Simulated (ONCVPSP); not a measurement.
**What the settings do to the ONCV potential of S**

Base potential:

ONCVPSP 4.0.1 input, shortened (lines: element, Z, core and valence counts, functional; n l f; lmax; l rc ep ncon nbas qcut; lloc lpopt rc5 dvloc0; l nproj debl; icmod fcfact rcfact), PBE, non-relativistic:

```
  S 16.00    3    2        4      upf
    1    0    2.00
    2    0    2.00
    2    1    6.00
    3    0    2.00
    3    1    4.00
    1
    0    1.30    0.00    4    7    4.20
    1    1.75    0.00    5   10    4.50
    4    2    1.20    1.00
    0    3    2.70
    1    1    0.90
    0    0.00    0.00
```

Cutoffs, loose and tight: the cutoffs (Ha) at which the residual kinetic energy of the hardest occupied pseudo-wave falls to 1 and 0.1 mHa per electron. They do not see the model core or the augmentation charge, which bear on the density cutoff. Test errors are all-electron minus pseudo excitation energies from the reference, over the configurations 3s2 3p3; 3s2 3p2; 3s2 3p1; 3s1 3p4. A dash means not determined; rows that change the core or the reference have their own tests.

A true bound ghost makes a file unfit for plane-wave use even where its test errors are small: the radial tests pick states by their node count and pass the ghost by.

| change | outcome | cutoff, loose | cutoff, tight | bound ghosts | GHOST(+) flags above zero | largest test error (meV) |
| --- | --- | --- | --- | --- | --- | --- |
| base | generated | 23 Ha | 55 Ha | s | s | +44 |
| s: qcut 2.6; p: qcut 2.8 | generated | 55 Ha | 69 Ha | s | s | +62 |
| s: qcut 3.5; p: qcut 3.8 | generated | 47 Ha | 65 Ha | s | s | +50 |
| s: qcut 4.5; p: qcut 4.8 | generated | 19 Ha | 47 Ha | s | s | +44 |
| s: qcut 4.9; p: qcut 5.3 | generated | 13 Ha | 28 Ha | s | s | +45 |
| s: qcut 5.4; p: qcut 5.7 | generated | 13 Ha | 22 Ha | s | s | +47 |
| s: qcut 5.7; p: qcut 6.1 | generated | 13 Ha | 17 Ha | s | s | +48 |
| s: qcut 6; p: qcut 6.5 | generated | 13 Ha | 17 Ha | s | s | +50 |

Question: What comes out with this change to the base: s: qcut 3.2; p: qcut 3.4?

Answer: outcome: generated; cutoff, loose: 52 Ha; cutoff, tight: 67 Ha; bound ghosts: s; GHOST(+) flags above zero: s; largest test error (meV): +55.

Question: What comes out with this change to the base: s: qcut 3.9; p: qcut 4.2?

Answer: outcome: generated; cutoff, loose: 29 Ha; cutoff, tight: 60 Ha; bound ghosts: s; GHOST(+) flags above zero: s; largest test error (meV): +46.
